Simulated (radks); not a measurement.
Values are calculated unless marked as measured or tabulated.
Q: All-electron atom: the hafnium ion Hf4+ in [Kr] 4d10 4f14 5s2 5p5 6s1 (not the ground configuration). Code: a radial shooting solver on a logarithmic mesh with Libxc functionals. Model: Dirac Kohn-Sham, BLYP, spin-unpolarised, spherical densities, point nucleus; open shells fill j = l - 1/2 first. Some entries of the table are withheld. Estimate them.

| orbital | occ. | eigenvalue (hartree) | r(max) (bohr) | <r^2> (bohr^2) |
|---|---|---|---|---|
| 1s1/2 | 2 | -2398.132 | (1) | 0.0004949 |
| 2s1/2 | 2 | -411.3221 | 0.06824 | 0.007580 |
| 2p1/2 | 2 | -392.9120 | 0.05091 | 0.005431 |
| 2p3/2 | 4 | -349.0925 | 0.05753 | 0.006637 |
| 3s1/2 | 2 | (2) | 0.1924 | 0.04967 |
| 3p1/2 | 2 | -86.89096 | 0.1803 | 0.04570 |
| 3p3/2 | 4 | -77.50014 | 0.1940 | 0.05237 |
| 3d3/2 | 4 | (3) | 0.1523 | 0.04079 |
| 3d5/2 | 6 | (4) | 0.1561 | 0.04262 |
| 4s1/2 | 2 | -20.53295 | 0.4378 | 0.2478 |
| 4p1/2 | 2 | -17.19282 | (5) | 0.2568 |
| 4p3/2 | 4 | -15.04404 | (6) | 0.2934 |
| 4d3/2 | 4 | -9.55734 | 0.4659 | 0.3246 |
| 4d5/2 | 6 | -9.16405 | 0.4752 | 0.3387 |
| 5s1/2 | 2 | -4.16474 | 1.010 | 1.397 |
| 5p1/2 | 2 | -3.19089 | 1.086 | 1.691 |
| 5p3/2 | 3 | -2.87882 | 1.166 | 1.951 |
| 4f5/2 | 6 | -2.38936 | 0.4518 | 0.5507 |
| 4f7/2 | 8 | -2.32445 | 0.4570 | 0.5697 |
| 5d3/2 | 0 | -1.58524 | 1.464 | 3.427 |
| 5d5/2 | 0 | -1.55205 | 1.497 | 3.568 |
| 6s1/2 | 1 | -1.38734 | 2.373 | 7.190 |
| 6p1/2 | 0 | (7) | (8) | 9.173 |
| 6p3/2 | 0 | (9) | (10) | 10.17 |

A: 
(1) 1s1/2 r(max) (bohr): 0.01190
(2) 3s1/2 eigenvalue (hartree): -95.04770
(3) 3d3/2 eigenvalue (hartree): -63.70223
(4) 3d5/2 eigenvalue (hartree): -61.65387
(5) 4p1/2 r(max) (bohr): 0.4383
(6) 4p3/2 r(max) (bohr): 0.4673
(7) 6p1/2 eigenvalue (hartree): -1.13062
(8) 6p1/2 r(max) (bohr): 2.679
(9) 6p3/2 eigenvalue (hartree): -1.06870
(10) 6p3/2 r(max) (bohr): 2.840
